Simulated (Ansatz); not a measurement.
`C=NB(C)F` and `[CH3][AlH][B](C)F` differ in one atom or group.

Ansatz, PBE0-D4/def2-TZVP geometries, multiplicity 1. Each molecule was computed in one conformer, which needn't be the lowest.

```
                             property  `C=NB(C)F`
   LUMO energy (PBE0/def2-TZVPP) / eV       -1.05
HOMO–LUMO gap (B3LYP/def2-TZVPP) / eV        6.01
  HOMO energy (B3LYP/def2-TZVPP) / eV       -7.32
HOMO energy (ωB97M-V/def2-TZVPP) / eV       -9.84
  LUMO energy (B3LYP/def2-TZVPP) / eV       -1.31
 HOMO–LUMO gap (PBE0/def2-TZVPP) / eV        6.48
```

**Question.** Give the same properties after the change, and the shifts. (Best estimate.)

**Answer.** Ansatz gave: 
```tsv
property	`[CH3][AlH][B](C)F`	shift
LUMO energy (PBE0/def2-TZVPP) / eV	-1.29	-0.24
HOMO–LUMO gap (B3LYP/def2-TZVPP) / eV	5.17	-0.84
HOMO energy (B3LYP/def2-TZVPP) / eV	-6.68	0.64
HOMO energy (ωB97M-V/def2-TZVPP) / eV	-8.99	0.85
LUMO energy (B3LYP/def2-TZVPP) / eV	-1.51	-0.20
HOMO–LUMO gap (PBE0/def2-TZVPP) / eV	5.56	-0.92
```

With PBE0 the HOMO rises by 0.68 eV and the LUMO falls by 0.24 eV, so the gap narrows by about 0.92 eV. PBE moves the HOMO by 0.54 eV and ωB97M-V by 0.85 eV.

B3LYP here is the variant with VWN-RPA as its local correlation; programs differ in this.
